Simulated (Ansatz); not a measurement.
Consider the formal exchange of groups at the Sn–Cl bond: `O=C=[N][SnH2][Cl]` + CH₄ → `[CH3][SnH2][N]=C=O` + HCl.

Isolated molecules relaxed with PBE0-D4/def2-TZVP in Ansatz; ΔE leaves out vibrations. CBS: MP2 limit from def2 TZ/QZ plus the TZ coupled-cluster correction, frozen cores. This one scheme is used for every species. Functionals use def2-TZVPP. B3LYP here is the variant with VWN-RPA as its local correlation; programs differ in this. def2 core potentials past Kr. For Sn outer-core shells are correlated without core-valence functions, which leaves a few kJ/mol of doubt a bond. Each species was taken in one conformer, which may not be the lowest.

```
             level  ΔE (kJ/mol)  difference from CCSD(T)/CBS
           BLYP-D4        111.5                          7.0
           PBE0-D4        108.3                          3.8
          B3LYP-D4        112.4                          7.9
              BLYP        111.7                          7.2
         CAM-B3LYP        110.0                          5.5
RPA@PBE/def2-TZVPP         94.7                         -9.8
    MP2/def2-TZVPP        100.7                         -3.8
   CCSD/def2-TZVPP        100.1                         -4.4
     HF/def2-QZVPP        124.3                         19.8
      HF/CBS(def2)        124.4                         19.9
       CCSD(T)/CBS        104.5                            0
```

Largest T1 diagnostic among the species: 0.015.

Leaving LDA and LC-ωPBE aside and taking each functional with its dispersion term where it has one, the values, not all of them listed here, spread over 12.2 kJ/mol, from PBE-QIDH to B97M-V. LDA lies −7.9 kJ/mol from PBE without D4. In def2-TZVPP, CCSD(T) changes the Hartree–Fock value by −24.5 kJ/mol (the triples alone add −1.1 kJ/mol) and MP2 by −22.8 kJ/mol.
